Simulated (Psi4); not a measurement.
Input for Psi4: SAPT0/jun-cc-pV(D+d)Z on C3H8O (a complex).

```
memory 8100 MB

molecule dimer {
0 1
C     0.70193346    0.20810356    0.02380111
C    -0.60631052    0.02689425   -0.10075928
H     1.16581124    1.16679141   -0.17398941
H     1.36149892   -0.59620320    0.32679066
H    -1.06908126   -0.93283649    0.09546946
H    -1.26629227    0.82981238   -0.40593051
--
0 1
C    -0.20611449   -0.59770118    3.69567389
O    -0.33819690    0.72278548    3.19876118
H    -0.98209418   -1.26735530    3.30587407
H    -0.31271587   -0.54656216    4.77879862
H     0.77524923   -1.03068876    3.46765230
H    -0.24588135    0.69338326    2.23819135
units angstrom
symmetry c1
no_reorient
no_com
}

set {
  basis jun-cc-pV(D+d)Z
  scf_type df
  freeze_core true
}

energy('sapt0')
```

The log:

```
[...]
==> Input File <==

--------------------------------------------------------------------------
memory 8100 MB

molecule dimer {
0 1
C     0.70193346    0.20810356    0.02380111
C    -0.60631052    0.02689425   -0.10075928
H     1.16581124    1.16679141   -0.17398941
H     1.36149892   -0.59620320    0.32679066
H    -1.06908126   -0.93283649    0.09546946
H    -1.26629227    0.82981238   -0.40593051
--
0 1
C    -0.20611449   -0.59770118    3.69567389
O    -0.33819690    0.72278548    3.19876118
H    -0.98209418   -1.26735530    3.30587407
H    -0.31271587   -0.54656216    4.77879862
H     0.77524923   -1.03068876    3.46765230
H    -0.24588135    0.69338326    2.23819135
units angstrom
symmetry c1
no_reorient
no_com
}

set {
  basis jun-cc-pV(D+d)Z
  scf_type df
  freeze_core true
}

energy('sapt0')
--------------------------------------------------------------------------


   => Loading Basis Set <=

    Name: JUN-CC-PV(D+D)Z
    Role: ORBITAL
    Keyword: BASIS
    atoms 1-2, 7    entry C          line   188 file jun-cc-pv_dpd_z.gbs
    atoms 3-6, 9-12 entry H          line    60 file jun-cc-pv_dpd_z.gbs
    atoms 8         entry O          line   256 file jun-cc-pv_dpd_z.gbs

   => Loading Basis Set <=

    Name: JUN-CC-PV(D+D)Z
    Role: ORBITAL
    Keyword: BASIS
    atoms 1-2, 7    entry C          line   188 file jun-cc-pv_dpd_z.gbs
    atoms 3-6, 9-12 entry H          line    60 file jun-cc-pv_dpd_z.gbs
    atoms 8         entry O          line   256 file jun-cc-pv_dpd_z.gbs


  //>>>>>>>>>>>>>>>>>>>>>>>>>>>>>>>>>>>//
  //              Dimer HF             //
  //<<<<<<<<<<<<<<<<<<<<<<<<<<<<<<<<<<<//

   => Libint2 <=

    Primary   basis highest AM E, G, H:  7, 6, 3
    Auxiliary basis highest AM E, G, H:  7, 7, 4
    Onebody   basis highest AM E, G, H:  -, -, -
    Solid Harmonics ordering:            Gaussian


   => Loading Basis Set <=

    Name: JUN-CC-PV(D+D)Z
    Role: ORBITAL
    Keyword: BASIS
    atoms 1-2, 7    entry C          line   188 file jun-cc-pv_dpd_z.gbs
    atoms 3-6, 9-12 entry H          line    60 file jun-cc-pv_dpd_z.gbs
    atoms 8         entry O          line   256 file jun-cc-pv_dpd_z.gbs


         ---------------------------------------------------------
                                   SCF
               by Justin Turney, Rob Parrish, Andy Simmonett
                          and Daniel G. A. Smith
                              RHF Reference
                        4 Threads,   7724 MiB Core
         ---------------------------------------------------------

  ==> Geometry <==

    Molecular point group: c1
    Full point group: C1

    Geometry (in Angstrom), charge = 0, multiplicity = 1:

       Center              X                  Y                   Z               Mass
    ------------   -----------------  -----------------  -----------------  -----------------
         C            0.701933460000     0.208103560000     0.023801110000    12.000000000000
         C           -0.606310520000     0.026894250000    -0.100759280000    12.000000000000
         H            1.165811240000     1.166791410000    -0.173989410000     1.007825032230
         H            1.361498920000    -0.596203200000     0.326790660000     1.007825032230
         H           -1.069081260000    -0.932836490000     0.095469460000     1.007825032230
         H           -1.266292270000     0.829812380000    -0.405930510000     1.007825032230
         C           -0.206114490000    -0.597701180000     3.695673890000    12.000000000000
         O           -0.338196900000     0.722785480000     3.198761180000    15.994914619570
         H           -0.982094180000    -1.267355300000     3.305874070000     1.007825032230
         H           -0.312715870000    -0.546562160000     4.778798620000     1.007825032230
         H            0.775249230000    -1.030688760000     3.467652300000     1.007825032230
         H           -0.245881350000     0.693383260000     2.238191350000     1.007825032230

  Running in c1 symmetry.

  Rotational constants: A =      0.44060  B =      0.04219  C =      0.04201 [cm^-1]
  Rotational constants: A =  13208.90214  B =   1264.73223  C =   1259.52186 [MHz]
  Nuclear repulsion =  115.846344083875863

  Charge       = 0
  Multiplicity = 1
  Electrons    = 34
  Nalpha       = 17
  Nbeta        = 17

  ==> Algorithm <==

  SCF Algorithm Type is DF.
  DIIS enabled.
  MOM disabled.
  Fractional occupation disabled.
  Guess Type is SAD.
  Energy threshold   = 1.00e-08
  Density threshold  = 1.00e-08
  Integral threshold = 1.00e-12

  ==> Primary Basis <==

  Basis Set: JUN-CC-PV(D+D)Z
    Blend: JUN-CC-PV(D+D)Z
    Number of shells: 56
    Number of basis functions: 112
    Number of Cartesian functions: 116
    Spherical Harmonics?: true
    Max angular momentum: 2

   => Loading Basis Set <=

    Name: (JUN-CC-PV(D+D)Z AUX)
    Role: JKFIT
    Keyword: DF_BASIS_SCF
    atoms 1-2, 7    entry C          line   146 file jun-cc-pvdz-jkfit.gbs
    atoms 3-6, 9
[...]
112A     18.620080

    Final Occupation by Irrep:
              A
    DOCC [     9 ]
    NA   [     9 ]
    NB   [     9 ]

  @DF-RHF Final Energy:  -115.05710562751973

   => Energetics <=

    Nuclear Repulsion Energy =             40.3080682214410686
    One-Electron Energy =                -236.7337813525440993
    Two-Electron Energy =                  81.3686075035833056
    Total Energy =                       -115.0571056275197321

Computation Completed


Properties will be evaluated at   0.000000,   0.000000,   0.000000 [a0]

Properties computed using the SCF density matrix


 Multipole Moments:

 ------------------------------------------------------------------------------------
     Multipole            Electronic (a.u.)      Nuclear  (a.u.)        Total (a.u.)
 ------------------------------------------------------------------------------------

 L = 1.  Multiply by 2.5417464519 to convert [e a0] to [Debye]
 Dipole X            :          9.0200650           -8.8962718            0.1237932
 Dipole Y            :         -0.7292479            0.0847614           -0.6444865
 Dipole Z            :       -116.7241341          116.3214286           -0.4027055
 Magnitude           :                                                    0.7699736

 ------------------------------------------------------------------------------------

  Constructing Basis Sets for SAPT...

   => Loading Basis Set <=

    Name: (JUN-CC-PV(D+D)Z AUX)
    Role: RIFIT
    Keyword: DF_BASIS_SAPT
    atoms 1-2, 7    entry C          line   100 file jun-cc-pvdz-ri.gbs
    atoms 3-6, 9-12 entry H          line    30 file jun-cc-pvdz-ri.gbs
    atoms 8         entry O          line   188 file jun-cc-pvdz-ri.gbs

   => Loading Basis Set <=

    Name: (JUN-CC-PV(D+D)Z AUX)
    Role: JKFIT
    Keyword: DF_BASIS_ELST
    atoms 1-2, 7    entry C          line   146 file jun-cc-pvdz-jkfit.gbs
    atoms 3-6, 9-12 entry H          line    70 file jun-cc-pvdz-jkfit.gbs
    atoms 8         entry O          line   258 file jun-cc-pvdz-jkfit.gbs


  //>>>>>>>>>>>>>>>>>>>>>>>>>>>>>>>>>>>//
  //               SAPT0               //
  //<<<<<<<<<<<<<<<<<<<<<<<<<<<<<<<<<<<//



        SAPT0
    Ed Hohenstein
     6 June 2009

      Orbital Information
  --------------------------
    NSO        =       112
    NMO        =       112
    NRI        =       372
    NRI (Elst) =       500
    NOCC A     =         8
    NOCC B     =         9
    FOCC A     =         2
    FOCC B     =         2
    NVIR A     =       104
    NVIR B     =       103

    Elst10,r            =    -0.007086188105 [Eh]
    Exch10              =     0.009200970094 [Eh]
    Exch10 (S^2)        =     0.009132277775 [Eh]

    Maxiter = 50
    CPHF R converge = 1.000000E-08

    Iter     Energy [mEh]          dE [mEh]         Residual      Time [s]
       1      -3.26020313       3.260203127     9.397129e-03             0
       2      -4.16811815       0.907915025     2.425411e-03             0
       3      -4.20786002       0.039741864     5.672859e-04             0
       4      -4.19077663      -0.017083388     1.408533e-04             0
       5      -4.18963615      -0.001140474     3.209871e-05             0
       6      -4.19044366       0.000807510     4.916969e-06             0
       7      -4.19036710      -0.000076567     8.704160e-07             0
       8      -4.19037277       0.000005676     2.116710e-07             0
       9      -4.19037357       0.000000800     5.701692e-08             0
      10      -4.19037337      -0.000000207     1.054564e-08             0
      11      -4.19037333      -0.000000032     2.679187e-09             0

    CHF Iterations converged

    Maxiter = 50
    CPHF R converge = 1.000000E-08

    Iter     Energy [mEh]          dE [mEh]         Residual      Time [s]
       1      -0.41329536       0.413295365     2.810560e-03             0
       2      -0.48782448       0.074529111     5.755653e-04             0
       3      -0.49015534       0.002330861     1.786529e-04             0
       4      -0.48954508      -0.000610259     6.800079e-05             0
       5      -0.48915711      -0.000387970     1.153921e-05             0
       6      -0.48925082       0.000093715     2.641910e-06             0
       7      -0.48925312       0.000002301     7.697767e-07             0
       8      -0.48924902      -0.000004109     1.583702e-07             0
       9      -0.48924959       0.000000577     2.123809e-08             0
      10      -0.48924956      -0.000000036     4.082999e-09             0

    CHF Iterations converged

    Ind20,r (A<-B)      =    -0.004190373334 [Eh]
    Ind20,r (B<-A)      =    -0.000489249556 [Eh]
    Ind20,r             =    -0.004679622890 [Eh]
    Exch-Ind20,r (A<-B) =     0.003057431486 [Eh]
    Exch-Ind20,r (B<-A) =     0.000366094272 [Eh]
    Exch-Ind20,r        =     0.003423525758 [Eh]
    Disp20              =    -0.003971550559 [Eh]
    Disp20 (SS)         =    -0.001985775279 [Eh]
    Disp20 (OS)         =    -0.001985775279 [Eh]
    Exch-Disp20         =     0.000681907526 [Eh]
    Exch-Disp20 (SS)    =     0.000405177083 [Eh]
    Exch-Disp20 (OS)    =     0.000276730443 [Eh]

    SAPT Results
  --------------------------------------------------------------------------------------------------------
    Electrostatics                 -7.08618810 [mEh]      -4.44665017 [kcal/mol]     -18.60478431 [kJ/mol]
      Elst10,r                     -7.08618810 [mEh]      -4.44665017 [kcal/mol]     -18.60478431 [kJ/mol]

    Exchange                        9.20097009 [mEh]       5.77369590 [kcal/mol]      24.15714365 [kJ/mol]
      Exch10                        9.20097009 [mEh]       5.77369590 [kcal/mol]      24.15714365 [kJ/mol]
      Exch10(S^2)                   9.13227778 [mEh]       5.73059082 [kcal/mol]      23.97679200 [kJ/mol]

    Induction                      -2.31222808 [mEh]      -1.45094503 [kcal/mol]      -6.07075399 [kJ/mol]
      Ind20,r                      -4.67962289 [mEh]      -2.93650770 [kcal/mol]     -12.28634821 [kJ/mol]
      Exch-Ind20,r                  3.42352576 [mEh]       2.14829485 [kcal/mol]       8.98846564 [kJ/mol]
      delta HF,r (2)               -1.05613095 [mEh]      -0.66273218 [kcal/mol]      -2.77287143 [kJ/mol]

    Dispersion                     -3.28964303 [mEh]      -2.06428217 [kcal/mol]      -8.63695659 [kJ/mol]
      Disp20                       -3.97155056 [mEh]      -2.49218560 [kcal/mol]     -10.42730456 [kJ/mol]
      Exch-Disp20                   0.68190753 [mEh]       0.42790343 [kcal/mol]       1.79034796 [kJ/mol]
      Disp20 (SS)                  -1.98577528 [mEh]      -1.24609280 [kcal/mol]      -5.21365228 [kJ/mol]
      Disp20 (OS)                  -1.98577528 [mEh]      -1.24609280 [kcal/mol]      -5.21365228 [kJ/mol]
      Exch-Disp20 (SS)              0.40517708 [mEh]       0.25425246 [kcal/mol]       1.06379229 [kJ/mol]
      Exch-Disp20 (OS)              0.27673044 [mEh]       0.17365097 [kcal/mol]       0.72655568 [kJ/mol]

  Total HF                         -0.19744609 [mEh]      -0.12389929 [kcal/mol]      -0.51839464 [kJ/mol]
  Total SAPT0                      -3.48708913 [mEh]      -2.18818146 [kcal/mol]      -9.15535124 [kJ/mol]

  Special recipe for scaled SAPT0 (see Manual):
    Electrostatics sSAPT0          -7.08618810 [mEh]      -4.44665017 [kcal/mol]     -18.60478431 [kJ/mol]
    Exchange sSAPT0                 9.20097009 [mEh]       5.77369590 [kcal/mol]      24.15714365 [kJ/mol]
    Induction sSAPT0               -2.23439100 [mEh]      -1.40210152 [kcal/mol]      -5.86639276 [kJ/mol]
    Dispersion sSAPT0              -3.27413922 [mEh]      -2.05455338 [kcal/mol]      -8.59625135 [kJ/mol]
  Total sSAPT0                     -3.39374823 [mEh]      -2.12960917 [kcal/mol]      -8.91028476 [kJ/mol]
  --------------------------------------------------------------------------------------------------------



*** Psi4 exiting successfully. Buy a developer a beer!
```

The run finished.

Cost: very roughly 25 core-seconds.
